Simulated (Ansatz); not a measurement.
System: BeSiH$_{4}$, charge 0, singlet. BeSiH4 (SMILES [BeH][SiH3]).
B3LYP-D3(BJ)/def2-TZVP minimum from Ansatz (a quantum-chemistry and plane-wave program):
```
Si
H 1 1.4888
H 1 1.4888 2 106.68
H 1 1.4888 2 106.68 3 -113.74
Be 1 2.1841 2 112.13 3 123.13
H 5 1.3308 2 153.33 1 180.00
```

Property: atomisation energy (electronic, to ground-state atoms), in kcal/mol. UHF or UKS for unpaired electrons; spin-orbit terms are left out. Correlated methods leave the cores frozen. No relativity. CBS(X,Y): correlation extrapolated as X^-3, Hartree-Fock from the larger set. A bracket is a step between two methods taken in the basis named. Double hybrids freeze cores in their MP2 part. Where a partner has so few electrons that a lower coupled-cluster level is exact, that level stands in. The restricted determinant of Be ([Be], singlet) is unstable towards broken spin symmetry in at least one set run.

CCSD(T)/CBS(def2-TZVPP,def2-QZVPP) + [CCSDT(Q) - CCSD(T)]/def2-TZVPP + [CCSDTQ - CCSDT(Q)]/def2-SVP (Ansatz) gives 359.5 kcal/mol.

Problem. How far off this value is PBE/def2-TZVPD (Ansatz), in which direction, and how far these levels: B3LYP/def2-TZVPD, PBE0/def2-TZVPD, wB97M-V/def2-TZVPD, B2PLYP/def2-TZVPD, CCSD(T)/CBS(def2-TZVPP,def2-QZVPP)?

Solution. PBE gives 353.5 kcal/mol, 6.0 kcal/mol below it. Differences of the others: B3LYP/def2-TZVPD (Ansatz) 1.7; PBE0/def2-TZVPD (Ansatz) -4.7; wB97M-V/def2-TZVPD (Ansatz) -0.5; B2PLYP/def2-TZVPD (Ansatz) -4.6; CCSD(T)/CBS(def2-TZVPP,def2-QZVPP) (Ansatz) -0.3 kcal/mol.
